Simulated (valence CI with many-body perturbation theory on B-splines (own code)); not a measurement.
# Basis-set convergence for Cs XXIV

Computed by relativistic CI+MBPT: four valence electrons over a frozen Dirac-Fock core [Ar] 3d10, a basis of 9 s, 9 p, 8 d, 6 f, 3 g, 1 h functions for each j, with the one-electron correlation potential Σ1 (screened to all orders), the two-electron term Σ2, the three-electron term Σ3, Breit, model QED; selected single and double excitations, second order for the rest, scaled by the run's own slope (own B-spline code, finite nucleus).

No measured spectrum was set against this ion. As an estimate, levels hold to about 250 cm⁻¹ or 0.2 % of their energy and the worst to 1 %, as in measured heavy ions of charge 2 to 7; those with d or f electrons hold less well.

The reference run has the lowest level (4s^2 4p1/2^2) J=0 and an ionisation energy of 754.659 eV. Its largest variational space holds 19995 state functions.

Levels are named by their leading jj configuration (3d3/2^4 stands for four electrons in 3d with j = 3/2), which in mixed levels can hold well under half, so a name can repeat and another be missing. Letters in brackets count levels of one name in rising energy.

Changed runs:
A. basis 6 s, 6 p, 5 d, 3 f, 1 g
B. basis 5 s, 5 p, 4 d, 2 f

Excitation energies of the reference run in cm⁻¹, and shifts in cm⁻¹:

```csv
Level,Reference,A,B
(4s^2 4p1/2 4p3/2) J=1,127874,-74,-236
(4s^2 4p1/2 4p3/2) J=2,148492,+15,+129
(4s^2 4p3/2^2) J=2,292154,-22,+45
(4s^2 4p3/2^2) J=0,340809,+98,+556
(4s 4p1/2^2 4p3/2) J=2,537684,-183,-597
(4s 4p1/2^2 4p3/2) J=1,612495,+5.6,+142
(4s 4p1/2 4p3/2^2) J=2 [a],664686,-143,-399
(4s 4p1/2 4p3/2^2) J=3,700792,-75,-139
(4s 4p1/2 4p3/2^2) J=0,743613,+16,+248
(4s 4p1/2 4p3/2^2) J=1 [a],760223,-1.3,+170
(4s 4p1/2 4p3/2^2) J=2 [b],763525,-24,+54
(4s 4p1/2 4p3/2^2) J=1 [b],807092,+117,+597
Ionisation energy (eV),754.659,-0.032,-0.113
```
